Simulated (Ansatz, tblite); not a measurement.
Cost and result up the ladder for CrO3 (4 atoms). The state is a singlet with charge 0. Geometry: PBE0-D4/def2-TZVP.

```xyz
4

Cr   -0.059   -0.124    0.219
O    -1.159    0.983    0.147
O    -0.174   -1.250   -0.859
O     1.391    0.391    0.493
```

Ansatz on 2 threads of Arm Neoverse V2 on a shared host; xTB runs through tblite on one thread. Times are rough, summed over both states, and most runs start from the orbitals of an earlier one. No level here is sound enough to serve as a yardstick. The other state is a doublet.

The xTB rows come from tblite.

Run but left out: GFN1-xTB (tight binding far off the other levels); HF/def2-TZVPP, MP2/def2-TZVPP, CCSD/def2-TZVPP, CCSD(T)/def2-TZVPP (flagged by the program: large difference).

Raw xTB energies of ions are shifted by several eV.

| level | functions | wall time | vertical IE (eV) | remarks |
| --- | --- | --- | --- | --- |
| GFN2-xTB | 21 | 0.007 s | 17.73 | – |
| PBE-D4/def2-TZVP (with forces) | 138 | 5.2 s | 11.42 | – |
| PBE0-D4/def2-TZVP | 138 | 14 s | 11.79 | restricted SCF unstable in HF (singlet), spin-contaminated (⟨S²⟩ 0.88) (+1 doublet) |
| r2SCAN-D4/def2-TZVP | 138 | 22 s | 11.59 | restricted SCF unstable in HF (singlet) |
